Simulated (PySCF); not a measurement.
V (vanadium, neutral) across methods

[Ar] 3d4 4s1, high-spin 6D determinant (an excited configuration). Computed with PySCF 2.14 in dyall-av2z (16s12p7d2f, 101 functions), with no relativity, point nucleus. The B2PLYP total includes its PT2 part (frozen core); its orbital energies are those of the SCF part.

```tsv
method	E (hartree)	mean ε 3p β (eV)	mean ε 4s α (eV)	mean ε 3d α (eV)	Σ⟨r²⟩ (bohr²)	⟨S²⟩
HSE06	-943.732	-39.635	-4.367	-4.181	39.60	8.750
B2PLYP	-943.641	-42.252	-5.023	-5.960	39.60	8.750
PBE	-943.688	-37.688	-4.225	-3.192	40.14	8.750
LDA	-941.774	-37.763	-4.384	-3.306	39.76	8.750
PBEsol	-942.683	-37.632	-4.253	-3.189	39.86	8.750
r2SCAN	-943.888	-38.237	-4.425	-3.343	39.42	8.750
PBE0	-943.712	-40.004	-4.694	-4.586	39.55	8.750
UHF	-942.87278	-46.052	-5.845	-8.762	40.05	8.751
LC-wPBE	-943.728	-42.532	-6.459	-7.231	39.26	8.750
```
